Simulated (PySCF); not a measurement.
Compound: C5H6FO2 (doublet state).
Z-matrix (Å and degrees, GFN2-xTB geometry), rows numbered from 1:
```
C 
O   1  1.4101
C   2  1.3476  1  116.21
C   3  1.3440  2  131.08  1     0.49
O   4  1.3661  3  112.44  2   179.82
C   5  1.3667  4  107.58  3     5.63
F   6  1.3562  5  112.85  4  -144.56
C   6  1.5031  5  110.68  4    -8.70
H   1  1.0880  2  106.02  3   179.76
H   1  1.0938  2  111.01  3    60.55
H   1  1.0939  2  111.06  3   -61.04
H   4  1.0718  3  132.14  2    -1.20
H   8  1.0979  3  112.83  2   -65.26
H   8  1.0941  3  111.86  2    55.56
```

The hyperfine couplings belong to this conformer and change with its torsions.

Identity: `COC1=CO[C](F)C1` [radical].

Computed, not measured: PySCF 2.14.0, UKS B3LYP, pcH-1 on C F H O, non-relativistic, mean-field spin-orbit, GIAO. The structure is a single GFN2-xTB conformer in the gas phase; no vibrational or solvent corrections. Couplings are sensitive to structure, and on GFN2-xTB geometries they can be far from those on DFT ones. The SCF solution wasn't tested for stability.

Give the principal g shifts and their parts.

```json
{"Δg (ppm)": "relativistic mass correction", "1": "-233", "2": "-233", "3": "-233"}
{"Δg (ppm)": "gauge correction", "1": "6", "2": "-8", "3": "13"}
{"Δg (ppm)": "orbital Zeeman/spin–orbit", "1": "-144", "2": "2101", "3": "2319"}
{"Δg (ppm)": "total", "1": "-371", "2": "1860", "3": "2100"}
```

So g = 2.00195, 2.00418, 2.00442 and g_iso = 2.00352; the tensor is close to axial: the two nearest values differ by 10 % of g3 − g1. 

What effective moment and Curie constant follow for a powder?

With the mean of g² = 4.0141 and S(S+1) = 0.75: μ_eff = √(⟨g²⟩S(S+1)) = 1.735 μB and χT = 0.12505·⟨g²⟩·S(S+1) = 0.376 cm³ K/mol (cgs; spin-Hamiltonian part alone).

Average each term over the three axes. Which is largest in size?

The orbital-Zeeman/spin–orbit term 1425, the mass correction -233 and the gauge correction 4 ppm, for a total of 1196 ppm. The orbital-Zeeman/spin–orbit term is the largest in size. The mass correction is the same along every axis, so the anisotropy comes from the other two: their spans along these axes are 21 (gauge) and 2463 ppm (orbital Zeeman/spin–orbit).

What are the electron Larmor frequencies g μB B/h along the three axes at 330 mT?

9.2465, 9.2568, 9.2579 GHz for g1, g2 and g3, a range of 11.4 MHz.

In a frozen sample, at which fields do the three g values resonate at 9.5, 34, 94 and 263 GHz (hyperfine left aside), and which band first spreads them over more than twice a line width of 0.5 mT?

```
band    GHz  B(g3) mT  B(g2) mT  B(g1) mT  spread mT
   X    9.5    338.63    338.67    339.05       0.42
   Q   34.0   1211.93   1212.08   1213.43       1.50
   W   94.0   3350.64   3351.04   3354.78       4.14
   J  263.0   9374.66   9375.79   9386.23      11.57
```

The spread grows in proportion to the frequency. Q band is the first where it exceeds 1.0 mT.

The Mulliken spin populations are largest on C6 (+0.79) and O5 (+0.08). No atom but C6 exceeds +0.15. The angles at C6 add up to 342.3°, so it is pyramidal.

The HOMO–LUMO gaps are 5.56 eV among the α and 4.80 eV among the β orbitals.
